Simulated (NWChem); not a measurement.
# hexafluoropropene (C$_{3}$F$_{6}$); SMILES FC(F)=C(F)C(F)(F)F

```xyz
9

F     -0.4801    -2.5759     0.0007
C      0.1605    -1.4244    -0.0002
F      1.4676    -1.5756     0.0000
C     -0.4859    -0.2389    -0.0012
F     -1.8282    -0.2244     0.0004
C      0.1367     1.1318    -0.0003
F     -0.2308     1.8206     1.1035
F      1.4808     1.0677    -0.0326
F     -0.2835     1.8418    -1.0709
```
Atoms are numbered in this order, from 1.

The geometry was optimised at PBE-D3(BJ)/def2-SVP.

### Question
List the 4 lowest vertical singlet excitations from B3LYP/6-31G* (spherical d), full TDDFT (NWChem).

### Answer
| state | energy (eV) | oscillator strength | leading excitation (squared amplitude) |
|---|---|---|---|
| S1 | 7.02 | 0.002 | HOMO → LUMO+1 (0.99) |
| S2 | 7.50 | 0.383 | HOMO → LUMO (0.98) |
| S3 | 8.86 | 0.006 | HOMO−1 → LUMO (0.97) |
| S4 | 9.54 | 0.014 | HOMO → LUMO+2 (0.98) |
